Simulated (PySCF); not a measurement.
Nuclear quadrupole coupling in `[CH2-]S(=O)(=O)COC(F)(F)F`

C3H4F3O3S (charge -1).
Geometry (GFN2-xTB, Å), atoms numbered from 1 in this order:
```
atom  x, y, z in Å
C1     2.221    0.303    0.566
S2     1.086   -0.905    0.283
O3     0.297   -1.218    1.465
O4     1.684   -2.054   -0.394
C5    -0.304   -0.540   -1.032
O6    -1.011    0.708   -0.854
C7    -1.658    0.872    0.267
F8    -2.581    1.856    0.073
F9    -2.368   -0.179    0.694
F10   -0.939    1.308    1.308
H11    2.690    0.531   -0.385
H12    1.707    1.159    0.985
H13   -0.992   -1.382   -0.992
H14    0.168   -0.459   -2.005
```

Field gradients from the PBE0/pcSseg-1 density (PySCF, non-relativistic), principal values in atomic units, ordered |Vxx| ≤ |Vyy| ≤ |Vzz|:

```json
{"atom": "S2", "Vxx": "0.0832", "Vyy": "0.6567", "Vzz": "-0.7399"}
{"atom": "O3", "Vxx": "-0.5554", "Vyy": "-0.8667", "Vzz": "1.4221"}
{"atom": "O4", "Vxx": "-0.5926", "Vyy": "-0.8091", "Vzz": "1.4017"}
{"atom": "O6", "Vxx": "-0.1483", "Vyy": "-1.7122", "Vzz": "1.8605"}
```

Problem. Find the asymmetry η = (Vxx − Vyy)/Vzz and the couplings χ = eQV/h (234.96 MHz × Q in barn × V in au), with Q(33S) = −0.0678 b, Q(17O) = −0.0256 b.

Solution. 
| atom | environment | nucleus | η | χzz (MHz) | χxx (MHz) | χyy (MHz) |
| --- | --- | --- | --- | --- | --- | --- |
| S2 | sulfonyl sulfur | 33S | 0.78 | 11.79 | -1.33 | -10.46 |
| O3 | sulfonyl oxygen | 17O | 0.22 | -8.55 | 3.34 | 5.21 |
| O4 | sulfonyl oxygen | 17O | 0.15 | -8.43 | 3.56 | 4.87 |
| O6 | ether oxygen | 17O | 0.84 | -11.19 | 0.89 | 10.30 |

Problem. What is Vzz at O6 in SI units (1 au = 9.71736 × 10²¹ V/m²)?

Solution. 1.8605 au = 18.079 × 10²¹ V/m².

Problem. And the gradient at the other heavy atoms, for which no coupling is worked out here?

Solution. 
```json
{"atom": "C1", "environment": "carbon bonded to S and 2 H", "Vzz (au)": "-0.380", "η": "0.87"}
{"atom": "C5", "environment": "sp3 carbon bound to oxygen", "Vzz (au)": "0.545", "η": "0.16"}
{"atom": "C7", "environment": "CF3 carbon", "Vzz (au)": "-0.213", "η": "0.36"}
{"atom": "F8", "environment": "fluorine of a CF3 group", "Vzz (au)": "2.924", "η": "0.03"}
{"atom": "F9", "environment": "fluorine of a CF3 group", "Vzz (au)": "2.926", "η": "0.01"}
{"atom": "F10", "environment": "fluorine of a CF3 group", "Vzz (au)": "2.952", "η": "0.01"}
```

Were the hydrogens deuterons (Q(2H) = 0.00286 b), χzz would run from 205 kHz (H13) to 228 kHz (H11 and H12).

The structure is a single GFN2-xTB conformer in the gas phase; no vibrational or solvent corrections. The pcSseg-1 basis has no diffuse functions, a weakness for an anion. GFN2-xTB bond lengths can be off by several hundredths of an ångström, more for odd bonds, and the gradients follow them. With a basis this small, the couplings can be 20 % off.

The run behind these numbers computed NMR shieldings as well. The run took 30 s of wall time on one thread, Arm Neoverse V2 (shared host).
